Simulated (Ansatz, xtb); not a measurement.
Two isomers of C4H6O4

Structure a: `CC(=O)OCC(=O)O`, a singlet. Structure b: `O=COCCC(=O)O`, a singlet. Both are isolated molecules in the gas phase, relaxed with PBE0-D3(BJ)/def2-SVP, each in the lowest conformer that the search found.

a (Å):

```xyz
14

C    -2.1543   -0.4989   -2.9568
C    -1.5799   -0.9119   -1.6385
C    -0.8807   -0.1342    0.4405
C     0.6046   -0.4206    0.3820
O    -1.2328   -2.0186   -1.3278
O    -1.4742    0.1431   -0.8040
O     1.2202   -0.8488    1.3184
O     1.1533   -0.1071   -0.7926
H    -1.4180    0.1277   -3.4826
H    -3.0572    0.1098   -2.8102
H    -2.3777   -1.3877   -3.5568
H    -1.0277    0.7598    1.0631
H    -1.3531   -0.9946    0.9367
H     2.0914   -0.3453   -0.7296
```

b (Å):

```xyz
14

C     1.5472    0.5600    0.0629
C     2.5792   -0.5937    1.8281
C     1.4031   -1.1220    2.6228
C     1.7795   -2.3354    3.4242
O     1.1404   -0.4487   -0.4387
O     2.2577    0.6388    1.1852
O     2.8828   -2.8131    3.4772
O     0.7357   -2.8383    4.0914
H     1.3898    1.5815   -0.3415
H     3.4294   -0.3747    2.4854
H     2.8968   -1.3320    1.0779
H     0.5681   -1.3883    1.9562
H     1.0186   -0.3539    3.3139
H     1.0639   -3.6110    4.5770
```

Estimate E(b) − E(a) at the level CCSD(T)/def2-SVP + ΔMP2/def2-TZVPP.

Calculated at CCSD(T)/def2-SVP + ΔMP2/def2-TZVPP: E(b) − E(a) = +12.9 kJ/mol, so structure a lies lower.

The same difference at several levels:

```
                             level              geometry  E(b) − E(a) (kJ/mol)  departure from the last row (kJ/mol)  job, with rough time for the two
                          GFN2-xTB              GFN2-xTB                   +16.6                                  +3.8              optimisation, 0.15 s
                         HF/STO-3G              GFN2-xTB                   +24.7                                 +11.8               single point, 0.4 s
                r2SCAN-D4/def2-SVP              GFN2-xTB                   +18.9                                  +6.1                 single point, 4 s
              PBE0-D3(BJ)/def2-SVP  PBE0-D3(BJ)/def2-SVP                   +16.3                                  +3.4                optimisation, 52 s
                       HF/def2-SVP  PBE0-D3(BJ)/def2-SVP                   +17.9                                  +5.0           part of the CCSD(T) run
                      MP2/def2-SVP  PBE0-D3(BJ)/def2-SVP                   +14.1                                  +1.2           part of the CCSD(T) run
                  CCSD(T)/def2-SVP  PBE0-D3(BJ)/def2-SVP                   +14.3                                  +1.4                      single point
CCSD(T)/def2-SVP + ΔMP2/def2-TZVPP  PBE0-D3(BJ)/def2-SVP                   +12.9                                                   single point, 1.8 min
```

As drawn, both hold the same kinds of bond in the same numbers. Structure a has 1 methyl group, b 0.

The levels shown agree on the order. The largest departure from CCSD(T)/def2-SVP + ΔMP2/def2-TZVPP is that of HF/STO-3G, 11.8 kJ/mol. The last row adds to CCSD(T) the change of the MP2 difference between the two basis sets, here −1.4 kJ/mol.

With thermal terms from frequencies at re-optimised GFN2-xTB minima (ideal gas, soft modes damped towards free rotors, one conformer each, 298.15 K, 1 atm): on the last row, ΔE + ΔZPE = +14.9, ΔH = +13.9, ΔG = +15.6 kJ/mol.

The correlated steps freeze 8 core orbitals. Run with Ansatz 0.2.0, xtb 6.7.1; the last row on 4 threads of Arm Neoverse V1 on a shared host.
